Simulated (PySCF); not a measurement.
C4H10BN, SMILES C1CB(C1)NC. Atoms are numbered in the order given.

```xyz
16

C      0.2978    -2.4893     0.0000
N     -0.6009    -1.3636     0.0000
B     -0.2423    -0.0202     0.0000
C     -1.0686     1.3410     0.0000
C      0.3128     2.0585     0.0000
C      1.1532     0.7482     0.0000
H      0.1654    -3.1277    -0.8907
H      1.3346    -2.1258     0.0000
H      0.1654    -3.1277     0.8907
H     -1.5857    -1.6057     0.0000
H     -1.6911     1.5406     0.8877
H     -1.6911     1.5406    -0.8877
H      0.4818     2.6900    -0.8862
H      0.4818     2.6900     0.8862
H      1.7927     0.6107    -0.8876
H      1.7927     0.6107     0.8876
```
Charge 0, spin multiplicity 1.

Coordinates come from a PBE0-D3(BJ)/def2-SVP optimisation. The geometry has at least one imaginary mode, so it is a saddle point at that level. This is a generated structure with no PubChem entry under its InChIKey; it may be hypothetical. Other conformers were not sampled.

Two levels are set side by side: PBE/pcSseg-1 (PySCF) and PBE0/pcSseg-1 (PySCF). GIAO shifts against BF3 (¹¹B), NH3 (¹⁵N), TMS (¹H), TMS (¹³C) at the same level; non-relativistic, no solvent, atoms listed together averaged. Differences are taken from unrounded values.

| quantity | PBE |
|---|---|
| δ(¹³C) of C1 (ppm) | 34.6 |
| δ(¹⁵N) of N2 (ppm) | 127.1 |
| δ(¹¹B) of B3 (ppm) | 37.8 |
| δ(¹³C) of C5 (ppm) | 20.7 |
| δ(¹H) of H10 (ppm) | 4.05 |
| δ(¹H) of H13, H14 (ppm) | 2.27 |

Question: These are the PBE values. What does PBE0 give? (Estimate from the structure and the level; the computed values follow.)

Answer: 
```csv
quantity,PBE0,PBE minus PBE0
δ(¹³C) of C1 (ppm),33.8,0.8
δ(¹⁵N) of N2 (ppm),117.7,9.4
δ(¹¹B) of B3 (ppm),38.7,-0.9
δ(¹³C) of C5 (ppm),19.1,1.7
δ(¹H) of H10 (ppm),3.85,0.20
"δ(¹H) of H13, H14 (ppm)",2.22,0.05
```

Rough cost on one machine, each run with all the roots and properties that it gave: PBE0 against PBE within a factor of 2.
